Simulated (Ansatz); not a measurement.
Mulliken charges of `O/C=C\I` from PBE/def2-TZVPP in Ansatz (PBE0-D4/def2-TZVP geometry).

```json
{"atom": "O1", "x (Å)": "-0.748", "y (Å)": "1.316", "z (Å)": "0.146", "charge (e)": "-0.235"}
{"atom": "C2", "x (Å)": "0.336", "y (Å)": "0.545", "z (Å)": "0.274", "charge (e)": "0.025"}
{"atom": "C3", "x (Å)": "0.471", "y (Å)": "-0.731", "z (Å)": "-0.072", "charge (e)": "-0.157"}
{"atom": "I4", "x (Å)": "-1.100", "y (Å)": "-1.785", "z (Å)": "-0.926", "charge (e)": "-0.033"}
{"atom": "H5", "x (Å)": "-1.457", "y (Å)": "0.790", "z (Å)": "-0.255", "charge (e)": "0.197"}
{"atom": "H6", "x (Å)": "1.170", "y (Å)": "1.078", "z (Å)": "0.719", "charge (e)": "0.114"}
{"atom": "H7", "x (Å)": "1.388", "y (Å)": "-1.281", "z (Å)": "0.068", "charge (e)": "0.090"}
```

Q: By hand: the dipole of these point charges (1 e Å = 4.8032 D).

A: Σ q r = (0.118, 0.041, 0.052) e Å, of length 0.135 e Å = 0.65 D.

Q: How does the dipole of the full density compare? (Estimate.)

A: Ansatz gave: (0.102, -0.025, 0.027) e Å, 0.52 D; the point charges give 1.25 times that, at 32° from its direction.

Point charges leave out the atoms' own dipoles, such as those of lone pairs, and Mulliken's split depends on the basis, so the two needn't agree.
